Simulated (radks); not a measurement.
Task: Neutral neon, configuration [Ne]. Calculated with a radial shooting solver on a logarithmic mesh with Libxc functionals: non-relativistic Kohn-Sham, LDA (Slater exchange, Perdew-Wang correlation), spin-polarised, spherical densities, point nucleus; hard spherical wall at 4 bohr. Some entries of the table are withheld. Estimate them.

orbital  occ.  eigenvalue (eV)  <r^2> (bohr^2)
1s          2        -823.8060         0.03407
2s          2              (1)           1.000
2p          6         -12.9034             (2)
3s          0              (3)           6.006
3p          0              (4)           6.066
3d          0          21.3839           6.256

Result: 
(1) 2s eigenvalue (eV): -35.3874
(2) 2p <r^2> (bohr^2): 1.227
(3) 3s eigenvalue (eV): 10.5108
(4) 3p eigenvalue (eV): 16.4990
